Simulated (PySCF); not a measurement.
Identify the unknown among the candidates.

All candidates are C6H9NO.

| technique | computed result |
| --- | --- |
| Polarisability | 91.9 au [B3LYP/def2-SVPD] |
| UV, first state | lowest singlet excitation: 2.77 eV (448 nm, f = 0.000) [TDDFT B3LYP/def2-SVPD] |
| Rotational structure | rotational constants A, B, C: 6.619, 0.921, 0.823 GHz [GFN2-xTB] |
| Dipole | 4.45 D [B3LYP/def2-SVPD] |
| UV, strongest line | among the 8 lowest singlet transitions: S3 at 4.76 eV (261 nm, f = 0.468) [TDDFT B3LYP/def2-SVPD] |
| Triplet | lowest triplet excitation (Tamm–Dancoff): 2.31 eV [TDA B3LYP/def2-SVPD] |

Gas-phase values; electronic properties from PySCF, density fitting. Levels stand in brackets. One conformer (not necessarily the lowest) at the GFN2-xTB geometry, without solvent, vibrations or thermal averaging.

Question: Which candidate is it?
A. `C/N=C\C=C/C(C)=O`
B. `C=CC[C@@H](C#N)OC`
C. `C=CC(=C)C(=O)NC`
D. `O=C[C@@H]1CC=NCC1`

Answer: A. It is `C/N=C\C=C/C(C)=O`. Numbering: `[CH3:1]/[N:2]=[CH:3]\[CH:4]=[CH:5]/[C:6]([CH3:7])=[O:8]`. Its formula, C6H9NO, gives 3 degrees of unsaturation: 0 rings and 3 π bonds in the structure found. S1 is mainly HOMO→LUMO (weight 0.97); the largest Löwdin shares of the orbital it empties are 0.48 on the imine nitrogen, 0.11 on the ketone oxygen, 0.10 on the imine carbon and 0.10 on the N-methyl carbon, of the orbital it fills 0.19 on an alkene CH carbon, 0.18 on an alkene CH carbon, 0.15 on the imine nitrogen and 0.14 on the ketone carbonyl carbon. The optimised geometry has point group C1 and is an asymmetric top.

The others, at the same levels:
- `C=CC(=C)C(=O)NC` fails: its computed lowest singlet excitation is 4.72 eV (263 nm, f = 0.004) (against 2.77 eV), lowest triplet excitation (Tamm–Dancoff) is 3.22 eV (against 2.31 eV) and strongest line among the 8 lowest singlet transitions is S3 at 5.48 eV (226 nm, f = 0.322) (against S3 at 4.76 eV).
- `C=CC[C@@H](C#N)OC` fails: its computed lowest singlet excitation is 6.66 eV (186 nm, f = 0.009) (against 2.77 eV), lowest triplet excitation (Tamm–Dancoff) is 4.54 eV (against 2.31 eV) and strongest line among the 8 lowest singlet transitions is S2 at 6.80 eV (182 nm, f = 0.127) (against S3 at 4.76 eV).
- `O=C[C@@H]1CC=NCC1` fails: its computed lowest singlet excitation is 4.26 eV (291 nm, f = 0.001) (against 2.77 eV), lowest triplet excitation (Tamm–Dancoff) is 3.69 eV (against 2.31 eV) and strongest line among the 8 lowest singlet transitions is S8 at 6.86 eV (181 nm, f = 0.012) (against S3 at 4.76 eV).

Each candidate is one conformer, not necessarily the lowest. Dipoles, sizes and rotational constants follow the conformer. The torsions of the flexible species, by atom-mapped SMILES:
- `[CH3:1]/[N:2]=[CH:3]\[CH:4]=[CH:5]/[C:6]([CH3:7])=[O:8]`: N2–C3–C4–C5 178°, C4–C5–C6–C7 165°
- `[CH2:1]=[CH:2][C:3](=[CH2:4])[C:5](=[O:6])[NH:7][CH3:8]`: C1–C2–C3–C4 176°, C2–C3–C5–O6 51°, C3–C5–N7–C8 -179°
- `[CH2:1]=[CH:2][CH2:3][C@@H:4]([C:5]#[N:6])[O:7][CH3:8]`: C1–C2–C3–C4 -118°, C2–C3–C4–C5 170°, C3–C4–O7–C8 172°

The conformers of `O=C[C@@H]1CC=NCC1` aren't listed.
